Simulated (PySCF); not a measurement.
An EPR job on `[CH]1NC=C(C2CC2)O1` [radical].

Method: UKS B3LYP, pcH-1 on C H N O, non-relativistic, mean-field spin-orbit, GIAO (PySCF 2.14.0). Geometry: GFN2-xTB. The input is one job of a driver script: a line of settings, then coordinates in Å.

Command:
```bash
OMP_NUM_THREADS=1 python probes_run.py task.json out
```

Input:
```
{"job": {"kind": "epr", "basis": "pcH-1"}, "charge": 0, "multiplicity": 2}
C      2.584905     0.168328     0.839674
N      2.433860    -0.220889    -0.513303
C      1.077702    -0.352901    -0.743865
C      0.417923     0.108529     0.338685
C     -1.011249     0.264881     0.623070
C     -2.003966    -0.732588     0.086333
C     -1.966382     0.649423    -0.476640
O      1.303195     0.484286     1.306632
H      3.315777     0.943831     1.044488
H      3.117359    -0.813554    -0.954185
H      0.699162    -0.726489    -1.672782
H     -1.190426     0.671973     1.609486
H     -2.833361    -1.010969     0.717965
H     -1.622619    -1.541086    -0.517649
H     -1.560042     0.788310    -1.466445
H     -2.769438     1.327860    -0.232874
```

Q: Estimate the output.

A: 
```
UKS, coarse grid
  cycle   1  E = -363.25807126  |g| = 4.16e-01
  cycle   2  E = -363.16610890  |g| = 6.55e-01
  cycle   3  E = -363.32475498  |g| = 1.32e-01
  cycle   4  E = -363.33075943  |g| = 5.43e-02
  cycle   5  E = -363.33197824  |g| = 1.76e-02
  cycle   6  E = -363.33212248  |g| = 7.24e-03
  cycle   7  E = -363.33214900  |g| = 1.50e-03
  cycle   8  E = -363.33215051  |g| = 9.12e-04
UKS, final grid
  cycle   1  E = -363.33216377  |g| = 1.18e-03
  cycle   2  E = -363.33216310  |g| = 1.67e-03
  cycle   3  E = -363.33216443  |g| = 2.58e-04
  cycle   4  E = -363.33216446  |g| = 6.38e-05
  cycle   5  E = -363.33216447  |g| = 4.65e-05
  cycle   6  E = -363.33216447  |g| = 1.49e-05
E = -363.33216447 Eh   <S^2> = 0.7542 (exact 0.7500)
g shifts (ppm)      1          2          3
  rmc          -221       -221       -221
  gc            -18         23         14
  oz_so         -91       1829       1956
  total        -329       1631       1749
hyperfine (MHz)  atom isotope    a_iso     a_fc   dipolar eigenvalues
    0   13C     224.95     224.95    -57.93    -56.18    114.11
    1   14N       5.93       5.93    -12.76    -12.40     25.15
    2   13C      -8.24      -8.24     -1.23     -0.50      1.73
    3   13C       2.05       2.05     -3.61     -1.77      5.37
    4   13C      -1.81      -1.81     -0.49     -0.36      0.85
    5   13C       1.72       1.72     -0.34     -0.24      0.58
    6   13C       4.98       4.98     -0.45     -0.37      0.83
    7   17O     -30.78     -30.78    -64.11     31.07     33.04
    8    1H      97.04      97.04    -23.16     -5.06     28.23
    9    1H      21.86      21.86    -14.66     -7.30     21.95
   10    1H       0.39       0.39     -2.55     -1.66      4.21
   11    1H      -0.39      -0.39     -1.60     -1.50      3.10
   12    1H       0.28       0.28     -0.55     -0.51      1.07
   13    1H      -0.16      -0.16     -0.92     -0.81      1.73
   14    1H      -0.01      -0.01     -1.05     -0.56      1.61
   15    1H       1.40       1.40     -0.58     -0.51      1.09
```

rmc, gc and oz_so are the mass-correction, gauge-correction and orbital-Zeeman/spin–orbit parts of the g shift along its three principal axes; a_iso is the isotropic hyperfine coupling and a_fc its Fermi-contact part. The program numbers atoms from 0.

Q: How far is ⟨S²⟩ from the pure-spin value?

A: S = 0.5 gives S(S+1) = 0.75; the run has 0.7542, 0.0042 more.

Q: Get g_iso from the total shifts.

A: Their mean is 1017 ppm; added to g_e = 2.002319 it gives 2.00334.

Main results: ⟨S²⟩ 0.754; g_iso 2.0033.

The structure is a single GFN2-xTB conformer in the gas phase; no vibrational or solvent corrections.

Time: 59 s (grids of density and orbitals included); peak memory 1.0 GiB. Hardware: one thread, Arm Neoverse V2 (aarch64), shared host with 192 logical CPUs at a one-minute load of 53.
Labels such as C1 count atoms from 1, the log's own numbers from 0.
